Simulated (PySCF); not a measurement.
Working out the ionisation energy of Ga

Ga [Ar] 3d10 4s2 4p1 (2P) → Ga⁺ [Ar] 3d10 4s2 (1S). Computed with PySCF 2.14 in ANO-RCC-VTZP, with the spin-free X2C one-electron Hamiltonian (Gaussian nucleus). Frozen: [Ne]. Energies in hartree (1 hartree = 27.21139 eV):

```
             part    Ga (lower)   Ga⁺ (upper)
              UHF  -1942.176231  -1941.973353
MP2 opposite-spin     -0.421121     -0.417324
    MP2 same-spin     -0.231563     -0.227687
```

Problem. What does Hartree-Fock give?

Solution. (-1941.973353) − (-1942.176231) = 0.202878 hartree = 5.521 eV.

Problem. What do MP2 and SCS-MP2 (6/5 opposite-spin, 1/3 same-spin) give?

Solution. The opposite-spin parts differ by 0.103 eV and the same-spin parts by 0.105 eV. MP2: 5.521 + (0.103) + (0.105) = 5.729 eV. SCS-MP2: 5.521 + 1.2 × (0.103) + (0.105)/3 = 5.680 eV.

Measured between the centres of the two terms (NIST): 5.931 eV, so MP2 (valence and next inner shell) is off by -0.202 eV.

What remains against the reference includes basis incompleteness, the frozen core and correlation beyond second order.
